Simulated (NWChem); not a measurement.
System: CH5Al; SMILES [CH3][AlH2]

NWChem input:

```
start job
memory heap 200 mb stack 900 mb global 1100 mb
geometry units angstroms
  Al     0.007561    -0.323262    -0.583399
  H     -1.242640    -0.538246    -1.475167
  H      1.286778    -0.954827    -1.192512
  C     -0.016056     0.639667     1.151541
  H     -0.054151     1.730736     1.041650
  H      0.879201     0.423246     1.749140
  H     -0.880258     0.370148     1.772039
end
basis spherical
  * library def2-svp
end
dft
  xc pbe0
  iterations 150
end
driver
  maxiter 120
end
task dft optimize
task dft freq
```

The level has its own optimisation; frequencies are unscaled.

What results follow from this input? (PBE0/def2-SVP.) Quantities: r Al–H (Å); r Al–C (Å); highest harmonic frequency (cm⁻¹); lowest (cm⁻¹); zero-point energy (kcal/mol); dipole (D).


| Quantity | Value |
|---|---|
| r Al–H (Å) | 1.594 |
| r Al–C (Å) | 1.956 |
| highest harmonic frequency (cm⁻¹) | 3160 |
| lowest (cm⁻¹) | -21 |
| zero-point energy (kcal/mol) | 30.0 |
| dipole (D) | 0.78 |
